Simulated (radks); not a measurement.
The numbers below are computed, except where a source is named.
Valence configurations of the krypton ion Kr3+ (all share [Ar]). Code: a radial shooting solver on a logarithmic mesh with Libxc functionals. Model: Dirac Kohn-Sham, PBEsol, spin-unpolarised, spherical densities, finite nucleus; open shells fill j = l - 1/2 first; Fermi nuclear charge, rms radius 4.1884 fm. Energies are relative to 3d10 4s2 4p3; eigenvalues in eV.

| valence | E (eV) | e(3d3/2) | e(3d5/2) | e(4p1/2) | e(4p3/2) | e(4s1/2) |
|---|---|---|---|---|---|---|
| 3d10 4s2 4p3 | 0.000 | -122.29 | -120.98 | -43.854 | -42.956 | -59.005 |
| 3d10 4s1.5 4p3.5 | 8.038 | -123.06 | -121.75 | -44.214 | -43.309 | -59.414 |
| 3d10 4s1 4p4 | 16.105 | -123.82 | -122.51 | -44.568 | -43.656 | -59.817 |
| 3d10 4p5 | 32.320 | -125.32 | -124.01 | -45.258 | -44.333 | - |
| 3d9.5 4s2 4p3.5 | 40.454 | -129.49 | -128.15 | -45.285 | -44.338 | -60.799 |
| 3d9.5 4s1 4p4.5 | 56.968 | -130.98 | -129.64 | -45.974 | -45.014 | -61.582 |
| 3d9 4s2 4p4 | 83.834 | -136.81 | -135.43 | -46.697 | -45.701 | -62.563 |
| 3d9 4s1 4p5 | 100.75 | -138.25 | -136.88 | -47.365 | -46.354 | -63.320 |
| 3d8 4s2 4p5 | 179.63 | -151.77 | -150.33 | -49.477 | -48.380 | -66.015 |
| 3d8 4s1 4p6 | 197.32 | -153.13 | -151.69 | -50.105 | -48.994 | -66.725 |

NIST lists [Ar] 3d10 4s2 4p3 as the ground configuration; this level of theory agrees among the configurations tried. The energies are those of spherical spin-averaged densities, not of single terms.
